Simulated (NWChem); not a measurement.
The numbers come from NWChem runs, not from measurements. System: bromine monochloride (BrCl), charge 0, spin multiplicity 1, at a geometry optimised with B3LYP/def2-SVP. Level: RHF/def2-QZVP.

Job file:

```
start mol
memory heap 200 mb stack 900 mb global 1100 mb
geometry units angstroms nocenter noautoz
  Cl     0.000000     0.000000     1.477578
  Br     0.000000     0.000000    -0.717681
  symmetry group C2v
end
basis spherical
  * library def2-qzvp
end
scf
  rhf
  nopen 0
  maxiter 100
  thresh 1e-7
  semidirect memsize 60000000 filesize 0
end
task scf energy
```

Output (cleaned and shortened):

```
             Northwest Computational Chemistry Package (NWChem) 7.3.0
             --------------------------------------------------------

                                NWChem Input Module
                                -------------------

 Scaling coordinates for geometry "geometry" by  1.889725989
 (inverse scale =  0.529177249)

 Turning off AUTOSYM since
 SYMMETRY directive was detected!

                             Geometry "geometry" -> ""
                             -------------------------

 Output coordinates in angstroms (scale by  1.889725989 to convert to a.u.)

  No.       Tag          Charge          X              Y              Z
 ---- ---------------- ---------- -------------- -------------- --------------
    1 Cl                  17.0000     0.00000000     0.00000000     1.47757800
    2 Br                  35.0000     0.00000000     0.00000000    -0.71768100

 Effective nuclear repulsion energy (a.u.)     143.4274785594

            Nuclear Dipole moment (a.u.)
            ----------------------------
        X                 Y               Z
 ---------------- ---------------- ----------------
     0.0000000000     0.0000000000    -0.0000170075

      Symmetry information
      --------------------

 Group name             C2v
 Group number             16
 Group order               4
 No. of unique centers     2

      Symmetry unique atoms

     1    2


 Summary of "ao basis" -> "" (spherical)
 ------------------------------------------------------------------------------
       Tag                 Description            Shells   Functions and Types
 ---------------- ------------------------------  ------  ---------------------
 *                         def2-qzvp                  on all atoms

 Summary of "ao basis" -> "ao basis" (spherical)
 ------------------------------------------------------------------------------
       Tag                 Description            Shells   Functions and Types
 ---------------- ------------------------------  ------  ---------------------
 Cl                        def2-qzvp                22       70   9s6p4d2f1g
 Br                        def2-qzvp                25       75   11s7p4d2f1g

                                 NWChem SCF Module
                                 -----------------

  ao basis        = "ao basis"
  functions       =   145
  atoms           =     2
  closed shells   =    26
  open shells     =     0
  charge          =   0.00
  wavefunction    = RHF
  use symmetry    = T
  symmetry adapt  = T

 Summary of "ao basis" -> "ao basis" (spherical)
 ------------------------------------------------------------------------------
       Tag                 Description            Shells   Functions and Types
 ---------------- ------------------------------  ------  ---------------------
 Cl                        def2-qzvp                22       70   9s6p4d2f1g
 Br                        def2-qzvp                25       75   11s7p4d2f1g

      Symmetry analysis of basis
      --------------------------

        a1         63
        a2         16
        b1         33
        b2         33

 Forming initial guess at       0.2s

      Superposition of Atomic Density Guess
      -------------------------------------

 Sum of atomic energies:       -3031.93806364

      Non-variational initial energy
      ------------------------------

 Total energy =   -3031.982788
 1-e energy   =   -4503.589257
 2-e energy   =    1328.178991
 HOMO         =      -0.341746
 LUMO         =      -0.144642

      Symmetry analysis of molecular orbitals - initial
      -------------------------------------------------

 !! scf_movecs_sym_adapt:   98 vectors were symmetry contaminated

  Symmetry fudging

 !! scf_movecs_sym_adapt:   96 vectors were symmetry contaminated

  Numbering of irreducible representations:

     1 a1          2 a2          3 b1          4 b2

  Orbital symmetries:

     1 a1          2 a1          3 a1          4 a1          5 b2
     6 b1          7 a1          8 a1          9 a1         10 b2
    11 b1         12 a1         13 b2         14 b1         15 a1
    16 b2         17 b1         18 a1         19 a2         20 a1
    21 a1         22 a1         23 b2         24 b1         25 b1
    26 b2         27 a1         28 a1         29 b1         30 b2
    31 a1         32 b1         33 b2         34 a1         35 b2
    36 b1

 Starting SCF solution at      12.1s

 ----------------------------------------------
         Quadratically convergent ROHF

 Convergence threshold     :          1.000E-07
 Maximum no. of iterations :          100
 Final Fock-matrix accuracy:          1.000E-09
 ----------------------------------------------

              iter       energy          gnorm     gmax       time
             ----- ------------------- --------- --------- --------
                 1    -3031.9483799326  4.89D-01  1.64D-01     12.3
                 2    -3031.9622197508  1.51D-01  3.41D-02     12.5
                 3    -3031.9636757505  1.23D-02  4.66D-03     12.9
                 4    -3031.9636893308  4.52D-05  1.12D-05     13.5
                 5    -3031.9636893310  1.23D-08  6.88D-09     14.5

       Final RHF  results
       ------------------

         Total SCF energy =  -3031.963689330998
      One-electron energy =  -4502.860082464686
      Two-electron energy =   1327.468914574292
 Nuclear repulsion energy =    143.427478559396

        Time for solution =      2.4s

       Symmetry analysis of molecular orbitals - final
       -----------------------------------------------

  Numbering of irreducible representations:

     1 a1          2 a2          3 b1          4 b2

  Orbital symmetries:

     1 a1          2 a1          3 a1          4 a1          5 b2
     6 b1          7 a1          8 a1          9 a1         10 b2
    11 b1         12 a1         13 b2         14 b1         15 a1
    16 b1         17 b2         18 a1         19 a2         20 a1
    21 a1         22 a1         23 b2         24 b1         25 b2
    26 b1         27 a1         28 a1         29 a1         30 b2
    31 b1         32 a1         33 b2         34 b1         35 b2
    36 b1

             Final eigenvalues
             -----------------

              1
    1 -490.0838
    2 -104.8862
    3  -65.2224
    4  -58.5786
    5  -58.5760
    6  -58.5760
    7  -10.6080
    8   -9.8937
    9   -8.0749
   10   -8.0725
   11   -8.0725
   12   -7.5073
   13   -7.4965
   14   -7.4965
   15   -3.2521
   16   -3.2469
   17   -3.2469
   18   -3.2325
   19   -3.2325
   20   -1.1511
   21   -0.9800
   22   -0.5557
   23   -0.5326
   24   -0.5326
   25   -0.4266
   26   -0.4266
   27    0.0003
   28    0.2355
   29    0.2586
   30    0.2606
   31    0.2606
   32    0.3081
   33    0.3086
   34    0.3086
   35    0.3870
   36    0.3870

                       ROHF Final Molecular Orbital Analysis
                       -------------------------------------

 Vector   24  Occ=2.000000D+00  E=-5.326169D-01  Symmetry=b1
              MO Center= -1.2D-12,  1.1D-22,  7.5D-01, r^2= 2.1D+00
   Bfn.  Coefficient  Atom+Function         Bfn.  Coefficient  Atom+Function
  ----- ------------  ---------------      ----- ------------  ---------------
    22      0.351050  1 Cl px                19      0.326531  1 Cl px
    97      0.270715  2 Br px                94      0.229017  2 Br px
    10     -0.215438  1 Cl px

 Vector   25  Occ=2.000000D+00  E=-4.265577D-01  Symmetry=b2
              MO Center= -7.9D-24,  1.0D-13, -4.0D-03, r^2= 2.6D+00
   Bfn.  Coefficient  Atom+Function         Bfn.  Coefficient  Atom+Function
  ----- ------------  ---------------      ----- ------------  ---------------
    98      0.427941  2 Br py                95      0.353189  2 Br py
    23     -0.275854  1 Cl py                20     -0.252136  1 Cl py
   101      0.185730  2 Br py                86     -0.173471  2 Br py
    11      0.164252  1 Cl py

 Vector   26  Occ=2.000000D+00  E=-4.265577D-01  Symmetry=b1
              MO Center=  8.3D-14, -5.7D-23, -4.0D-03, r^2= 2.6D+00
   Bfn.  Coefficient  Atom+Function         Bfn.  Coefficient  Atom+Function
  ----- ------------  ---------------      ----- ------------  ---------------
    97      0.427941  2 Br px                94      0.353189  2 Br px
    22     -0.275854  1 Cl px                19     -0.252136  1 Cl px
   100      0.185730  2 Br px                85     -0.173471  2 Br px
    10      0.164252  1 Cl px

 Vector   27  Occ=0.000000D+00  E= 3.454512D-04  Symmetry=a1
              MO Center=  1.7D-14,  2.0D-15,  1.3D-01, r^2= 4.1D+00
   Bfn.  Coefficient  Atom+Function         Bfn.  Coefficient  Atom+Function
  ----- ------------  ---------------      ----- ------------  ---------------
   102     -0.655541  2 Br pz                 9      0.644249  1 Cl s
    81     -0.569816  2 Br s                 27     -0.556673  1 Cl pz
    99     -0.443471  2 Br pz                24     -0.380073  1 Cl pz
    96     -0.263165  2 Br pz                21     -0.239905  1 Cl pz
    12      0.166290  1 Cl pz

 Vector   28  Occ=0.000000D+00  E= 2.354789D-01  Symmetry=a1
              MO Center= -4.7D-14, -6.4D-15, -6.1D-01, r^2= 8.2D+00
   Bfn.  Coefficient  Atom+Function         Bfn.  Coefficient  Atom+Function
  ----- ------------  ---------------      ----- ------------  ---------------
   102     -2.073629  2 Br pz                 9      1.896931  1 Cl s
    81     -1.748370  2 Br s                 27     -1.285381  1 Cl pz
    80      0.538420  2 Br s                 45      0.524972  1 Cl d  0
     8     -0.503642  1 Cl s                120     -0.500769  2 Br d  0
    99      0.467308  2 Br pz                21      0.203015  1 Cl pz

 Vector   29  Occ=0.000000D+00  E= 2.586002D-01  Symmetry=a1
              MO Center= -7.1D-15,  1.3D-14,  1.8D+00, r^2= 6.0D+00
   Bfn.  Coefficient  Atom+Function         Bfn.  Coefficient  Atom+Function
  ----- ------------  ---------------      ----- ------------  ---------------
    27      1.763825  1 Cl pz                81      0.925399  2 Br s
    24     -0.762539  1 Cl pz                99      0.703616  2 Br pz
     9     -0.396133  1 Cl s                102     -0.365351  2 Br pz
   120      0.301499  2 Br d  0              96     -0.184144  2 Br pz

 center of mass
 --------------
 x =   0.00000000 y =   0.00000000 z =  -0.09351718

 moments of inertia (a.u.)
 ------------------
         418.622298661705           0.000000000000           0.000000000000
           0.000000000000         418.622298661705           0.000000000000
           0.000000000000           0.000000000000           0.000000000000

  Mulliken analysis of the total density
  --------------------------------------

    Atom       Charge   Shell Charges
 -----------   ------   -------------------------------------------------------
    1 Cl  17    17.10   1.64  0.01  0.28  0.31  1.08  0.61  0.43  1.16  0.43  5.83 -0.00  0.65  1.87  2.19  0.53  0.00  0.00  0.02  0.04  0.01  0.00  0.00
    2 Br  35    34.90   1.80 -0.02  0.18  0.76  1.05  0.25  1.05  0.86  0.42  1.16  0.45  6.00  3.33  2.22  0.60  1.71  2.38  0.61  8.40  1.43  0.19  0.05  0.01  0.00  0.00

       Multipole analysis of the density wrt the origin
       ------------------------------------------------

     L   x y z        total         open         nuclear
     -   - - -        -----         ----         -------
     0   0 0 0     -0.000000      0.000000     52.000000

     1   1 0 0     -0.000000      0.000000      0.000000
     1   0 1 0     -0.000000      0.000000      0.000000
     1   0 0 1     -0.232236      0.000000     -0.000017

     2   2 0 0    -23.388685      0.000000      0.000000
     2   1 1 0     -0.000000      0.000000      0.000000
     2   1 0 1      0.000000      0.000000      0.000000
     2   0 2 0    -23.388685      0.000000      0.000000
     2   0 1 1     -0.000000      0.000000      0.000000
     2   0 0 2    -20.624593      0.000000    196.916826

 Task  times  cpu:       14.5s     wall:       14.5s

 Total times  cpu:       14.6s     wall:       14.6s
```
